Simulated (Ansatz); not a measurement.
Geometry optimisation, Ansatz 0.2.0, RKS PBE0/6-31G*.

Input file:

```yaml
crystal:
  periodic: [false, false, false]
  atoms:
    - { symbol: B, position_ang: [0.341206, 0.421646, -0.255319] }
    - { symbol: H, position_ang: [-0.641371, -0.103674, 1.872306] }
    - { symbol: F, position_ang: [1.302602, -0.417231, 0.118397] }
    - { symbol: H, position_ang: [-0.566269, 0.028224, -0.926415] }
    - { symbol: "N", position_ang: [0.441619, 1.846484, 0.124974] }
    - { symbol: H, position_ang: [1.243157, 2.082684, 0.699468] }
    - { symbol: Si, position_ang: [-0.604762, 3.133271, -0.419358] }
    - { symbol: H, position_ang: [-1.416148, 2.609593, -1.547937] }
    - { symbol: H, position_ang: [-1.521365, 3.617404, 0.653562] }
    - { symbol: H, position_ang: [0.209429, 4.296318, -0.872027] }
    - { symbol: H, position_ang: [-0.595899, 0.58568, 1.707048] }
basis:
  gaussian: { orbitals: "6-31G*" }
hamiltonian:
  xc: pbe0
relax:
  f_tol: 0.03
  max_steps: 50
```

Command:

```bash
$ ansatz run input.yaml --threads 1 --pin off --max-ram 2048MiB --backend cpu --events-out ev --progress --plain --runs-dir out
```

Question: Where does it end, and by what steps?

Answer: The run converged. The force dipped under the threshold on the way, but the program's further checks kept it going. After 19 steps the energy has fallen by 0.328 eV; H2 moved furthest, 1.14 Å.

| step | energy less start (eV) | largest force component (eV/Å) | accepted |
| --- | --- | --- | --- |
| 0 | 0.0000 | 2.151 | yes |
| 1 | -0.2021 | 0.968 | yes |
| 2 | -0.2726 | 0.299 | yes |
| 3 | -0.3054 | 0.117 | yes |
| 4 | -0.3092 | 0.319 | yes |
| 5 | -0.3162 | 0.132 | yes |
| 6 | -0.3200 | 0.037 | yes |
| 7 | -0.3203 | 0.263 | yes |
| 8 | -0.3221 | 0.036 | yes |
| 9 | -0.3236 | 0.014 | yes |
| 10 | -0.2617 | 1.523 | no |
| 11 | -0.3037 | 0.580 | no |
| 12 | -0.3242 | 0.024 | yes |
| 13 | -0.3247 | 0.114 | yes |
| 14 | -0.3253 | 0.046 | yes |
| 15 | -0.3259 | 0.008 | yes |
| 16 | -0.3265 | 0.066 | yes |
| 17 | -0.3266 | 0.125 | yes |
| 18 | -0.3267 | 0.096 | yes |
| 19 | -0.3275 | 0.019 | yes |

```xyz
11
Properties=species:S:1:pos:R:3
B 0.612 0.546 -0.677
H -1.245 0.062 2.823
F 1.554 -0.318 -0.289
H -0.136 0.230 -1.557
N 0.522 1.801 -0.044
H 1.208 1.967 0.686
Si -0.606 3.088 -0.422
H -1.550 2.564 -1.439
H -1.348 3.505 0.800
H 0.099 4.285 -0.958
H -0.916 0.370 2.232
```

Whether the end is a true minimum wasn't checked by a vibrational analysis.

Time of the run: 78 s on 1 thread of Arm Neoverse V1 (shared host), peak memory 0.15 GiB.
